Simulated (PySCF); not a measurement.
AlBGeH4O (calculated)

Calculation on a computer-drawn molecule: the log of a Hartree-Fock and frozen-core CCSD(T) single point meant for a local Hartree-Fock minimum, with one planted fault or none, to be diagnosed. Offsets are logged minus clean, where the clean run is the same molecule without the fault. The reference is restricted for singlets and unrestricted otherwise, and also for a bond in bohr or an excited solution. Adding or removing an electron swaps singlet and doublet. The excited solution moves the top pair (singlet) or top alpha electron (doublet) to the lowest empty orbital. Highest occupied and lowest empty are orbital energies over both spins, largest force is the largest gradient component, triples share is (T) over the correlation energy, the T1 limit is 0.02 restricted and 0.045 unrestricted, electrons count all cores, a negative frequency is imaginary (commonest isotopes), and the dipole is about the centre of nuclear charge; on germanium a core potential holds 10 electrons, which the energies leave out, and 3d is frozen in MP2 and coupled-cluster steps. Program: PySCF 2.14.0.

AlBGeH4O

Logged structure:
```xyz
8
AlBGeH4O
Al    -1.8536    -0.0879     0.0562
O     -0.3638     0.7263     0.0004
B      0.9793     0.7408    -0.1263
Ge     2.1728    -0.8738    -0.8609
H     -1.8285    -1.6605    -0.0103
H     -3.1576     0.7751     0.1645
H      1.5682     1.7637     0.1664
H      2.4832    -1.3837     0.6100
```

```
meant charge                                : 0
meant multiplicity                          : 1
meant basis                                 : cc-pV(D+d)Z
meant basis and core potential on germanium : cc-pVDZ-PP ECP10MDF
logged electrons                            : 62
logged basis functions                      : 94
logged SCF converged                        : yes
logged spin squared                         : 0
logged highest occupied                     : -8.0486 eV
logged lowest empty                         : 0.49355 eV
logged largest force                        : 5.809e-05 hartree/bohr
logged lowest frequency                     : -55.241 cm⁻¹
logged T1 diagnostic                        : 0.015925
logged D1 diagnostic                        : 0.047152
logged triples share                        : 0.025514
logged CC converged                         : yes
logged dipole magnitude                     : 1.6424 debye
logged SCF stable within its kind           : yes
logged energy HF                            : -637.21292 hartree
logged energy CCSD(T)                       : -637.67458 hartree
possible faults                             : no fault, one electron removed, one electron added, multiplicity raised by two, geometry at a saddle point, SCF held on an excited solution, minimal basis STO-3G, one bond length entered in bohr, all coordinates scaled
planted fault                               : geometry at a saddle point
HF energy offset from clean run             : 1.514 kcal/mol
CCSD(T) energy offset from clean run        : 1.806 kcal/mol
```

Drawn bonds:
```
atom  other atom  order
   1           2      1
   2           3      1
   3           4      1
   1           5      1
   1           6      1
   3           7      1
   4           8      1
```
